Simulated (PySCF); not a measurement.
An unknown shows these calculated signals:

$^{1}$H NMR (300 MHz, computed): δ 6.91 (s, 1H), 5.03 (s, 3H), 1.22 (m, 2H), 1.21 (m, 2H).

$^{13}$C{$^{1}$H} NMR (computed): δ 137.7 (CH), 108.1 (C), 5.6 (CH2), 4.9 (CH2).

Averaged over atoms made equivalent by symmetry, fast rotation or ring inversion, no relativistic terms, a single conformation, in vacuum. Shielding tensors at PBE0/pcSseg-1 (GIAO); geometry: GFN2-xTB; PySCF 2.14.

Scale: $^{1}$H (σ = 31.72 ppm), $^{13}$C (σ = 186.93 ppm) vs TMS (reference shieldings calculated alike).

Question: Which of these does the molecule contain: a three-membered ring, a non-aromatic C=C double bond, a C≡C triple bond, a Si–H bond, a CH3CH2 unit, an aldehyde?

Answer: 
- A three-membered ring: yes.
- A non-aromatic C=C double bond: yes.
- A C≡C triple bond: no.
- A Si–H bond: yes (δH 5.03 (s)).
- A CH3CH2 unit: no.
- An aldehyde: no.

The data belong to `[SiH3]OC=C1CC1`, C4H8OSi; they needn't prove each group on their own.

Carbon signals by region: 2 in the sp2 and nitrile region (100–160 ppm), 2 below 50 ppm.

Shifts are as computed. Against solution values, carbons near 30 ppm lie about +3 ppm off and those near 130 ppm about +5 ppm. Of 1211 compounds with measured shifts, 218 miss one by over three times the rms of a fit or turn the order of signals round; such compounds aren't used in these exercises. No couplings were computed; multiplicities are counted from neighbouring protons, with m where these are inequivalent, close in shift, in a saturated or five-membered ring or joined by F or P, and br s for small geminal =CH2 splittings.
